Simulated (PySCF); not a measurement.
Estimate the missing entries of this data sheet.

C2H7ClSi2.
SMILES: `[SiH3]/C=C/[SiH2]Cl`

Conformer (atom-mapped SMILES and torsion angles): `[SiH3:1]/[CH:2]=[CH:3]/[SiH2:4][Cl:5]`: C2–C3–Si4–Cl5 -2°.

```csv
property,level,value
"rotational constants A, B, C",PBE0-D3(BJ)/def2-SVP,?
dipole moment,CAM-B3LYP/def2-SVPD,1.46 D
HOMO energy,CAM-B3LYP/def2-SVPD,?
LUMO energy,CAM-B3LYP/def2-SVPD,?
lowest singlet excitation,TDDFT CAM-B3LYP/def2-SVPD,?
strongest line among the 10 lowest singlet transitions,TDDFT CAM-B3LYP/def2-SVPD,"S2 at 6.70 eV (185 nm, f = 0.590)"
lowest triplet excitation (Tamm–Dancoff),TDA CAM-B3LYP/def2-SVPD,4.04 eV
static isotropic polarisability,CAM-B3LYP/def2-SVPD,94.3 au
vertical ionisation energy,ΔSCF CAM-B3LYP/def2-SVPD,10.21 eV
electronic spatial extent ⟨r²⟩ about the centre of nuclear charge,CAM-B3LYP/def2-SVPD,1366 bohr²
13C chemical shifts (computed TMS as zero) by class,GIAO B97-2/pcSseg-2,?
1H chemical shifts (computed TMS as zero) by class,GIAO B97-2/pcSseg-2,"7.45 (1 H), 7.04 (1 H), 5.18 (2 H), 4.20 (3 H) ppm"
"isotropic shieldings of nuclei other than C and H, by class",GIAO B97-2/pcSseg-2,?
core binding energies,"ΔSCF SCAN, pcX-2 on the ionised atom, pcseg-1 elsewhere, spin-free X2C, 2p3/2 from a spin–orbit splitting computed afterwards within the 2p shell","Si2p3/2 106.8, Si2p3/2 107.7, Cl2p3/2 205.9, C1s 290.4, C1s 290.4, Si1s 1846.6, Si1s 1847.6, Cl1s 2828.6 eV"
```

The electronic properties come from PySCF, for the isolated species, density fitting. Isolated species at its PBE0-D3(BJ)/def2-SVP geometry (one conformer only). NMR classes are plain means over equivalent atoms (diastereotopic ones count apart unless rotation or inversion swaps them), as if these changed places fast; in this geometry the members of some classes differ.

(1) Give the rotational constants A, B, C.

(2) What is the HOMO energy?

(3) What is the lowest singlet excitation?

(4) Give the LUMO energy.

(5) What are the 13C chemical shifts (computed TMS as zero) by class?

(6) What are the isotropic shieldings of nuclei other than C and H, by class?

Results:

(1) 5.527, 0.920, 0.804 GHz.

(2) -9.52 eV.

(3) 5.97 eV (208 nm, f = 0.000).

(4) -0.05 eV.

(5) 158.4 (1 C), 154.1 (1 C) ppm.

(6) 370 (1 Si), 412 (1 Si), 1010 (1 Cl) ppm.

The polarisability is 13.97 Å³ as a volume (1 au = 0.148185 Å³), or 1.47 au for each of the 64 electrons. The principal polarisabilities are 73.4, 89.8 and 119.5 au; their mean is the isotropic value. The rotational constants make it an asymmetric top with κ = (2B − A − C)/(A − C) = -0.95, nearer the prolate limit (−1). No computed singlet falls in the visible range (750 to 380 nm, 1.65 to 3.26 eV); S1 lies 2.71 eV above its blue end.
